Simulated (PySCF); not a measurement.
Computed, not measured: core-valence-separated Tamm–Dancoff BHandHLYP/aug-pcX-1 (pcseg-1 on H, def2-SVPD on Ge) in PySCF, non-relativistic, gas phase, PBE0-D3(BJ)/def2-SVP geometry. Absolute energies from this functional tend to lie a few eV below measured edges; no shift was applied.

Main lines of an unknown, eV (oscillator strength): C K: 285.5 (0.013), 285.6 (0.010), 285.6 (0.013), 285.9 (0.007), 285.9 (0.051); N K: 399.0 (0.016), 399.7 (0.035), 400.8 (0.014). Listed: the first five lines at most of each edge with a tenth or more of its strongest line's intensity; roots within 0.03 eV on the same or equivalent atoms are summed. Only the lowest roots were sought, and the top ones are left out.

Problem. Which candidate gives them?
A. `[GeH2]1[CH2]C(CN)[CH2]1`
B. `[GeH3][NH]C1CCC1`

Solution. B. 

- `[GeH3][NH]C1CCC1`: C K: 285.5 (0.013), 285.6 (0.010), 285.6 (0.013), 285.9 (0.007), 285.9 (0.051); N K: 399.0 (0.016), 399.7 (0.035), 400.8 (0.014). First C line listed at 285.5 eV, hole on the four-membered-ring carbon; first N line listed at 399.0 eV, hole on the nitrogen bonded to C, Ge and H.
- `NCC1[CH2][GeH2][CH2]1`: C K: 284.8 (0.053), 285.5 (0.022), 285.5 (0.020), 285.9 (0.050), 285.9 (0.018); N K: 399.1 (0.012), 400.1 (0.031), 401.0 (0.009), 401.0 (0.004), 401.6 (0.004). First C line listed at 284.8 eV, hole on the sp3 carbon bound to germanium; first N line listed at 399.1 eV, hole on the primary amine nitrogen.

One conformer each; other structures than these candidates weren't tested.

The values belong to the conformer `[GeH3:1][NH:2][CH:3]1[CH2:4][CH2:5][CH2:6]1`: Ge1–N2–C3–C4 -164°.
